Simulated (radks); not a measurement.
Spherical jellium clusters: N electrons in a uniform positive sphere of charge N and radius rs N^(1/3), rs = 3.81 bohr. Method: non-relativistic Kohn-Sham, LDA (Slater exchange, Perdew-Wang correlation), spin-polarised, spherical densities; computed with a radial shooting solver with Libxc functionals. Levels are named by radial order and angular momentum (1s, 1p, 1d, 2s, ...), and open shells are averaged over m.

N = 31, configuration 1s2 1p6 1d10 2s2 1f(up 7, down 4). This is the lowest configuration that the search found. Occupied and some empty levels:

level,occupation,eigenvalue (eV),<r> (bohr)
1s up,1,-5.6784,6.931
1s down,1,-5.5933,6.729
1p up,3,-4.9474,8.426
1p down,3,-4.8191,8.337
1d up,5,-4.0709,9.365
1d down,5,-3.9239,9.343
2s up,1,-3.7673,7.539
2s down,1,-3.6905,7.671
1f up,7,-3.0514,10.11
1f down,4,-2.8997,10.13
2p up,0,-2.5006,8.736
2p down,0,-2.4291,8.790
1g up,0,-1.9108,10.81
1g down,0,-1.7638,10.87
2d up,0,-1.2818,10.55
2d down,0,-1.2087,10.63

Energy (eV): total -57.9135, kinetic 59.904, external -2593.0, Hartree 1283.7, exchange-correlation -119.42, background 1310.9.
